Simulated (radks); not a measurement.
The numbers below are computed, except where a source is named.
Ba1.375+, 54.625 electrons, occupied as [Kr] 4d10 5s2 5p5.625 6s1 (fractional occupations, a model configuration). Code: a radial shooting solver on a logarithmic mesh with Libxc functionals. Model: Dirac Kohn-Sham, BLYP, spin-unpolarised, spherical densities, point nucleus; open shells are shared between the two j in proportion to 2j + 1.

Unscreened Slater integrals over Kohn-Sham orbitals (cm^-1). Large and small components are both included.

integral,value
"F0(6s1/2,6s1/2)",48418
"F0(6s1/2,5p3/2)",59277
"G1(6s1/2,5p3/2)",5406.6
"F0(6s1/2,5p1/2)",59610
"G1(6s1/2,5p1/2)",4797.2
"F0(6s1/2,5s1/2)",60473
"G0(6s1/2,5s1/2)",2900.5
"F0(5p3/2,5p3/2)",103120
"F2(5p3/2,5p3/2)",55583
"F0(5p3/2,5p1/2)",105280
"G2(5p3/2,5p1/2)",56435
"F0(5p3/2,5s1/2)",110910
"G1(5p3/2,5s1/2)",73247
"F0(5p1/2,5p1/2)",107630
"F0(5p1/2,5s1/2)",113780
"G1(5p1/2,5s1/2)",77480
"F0(5s1/2,5s1/2)",121390
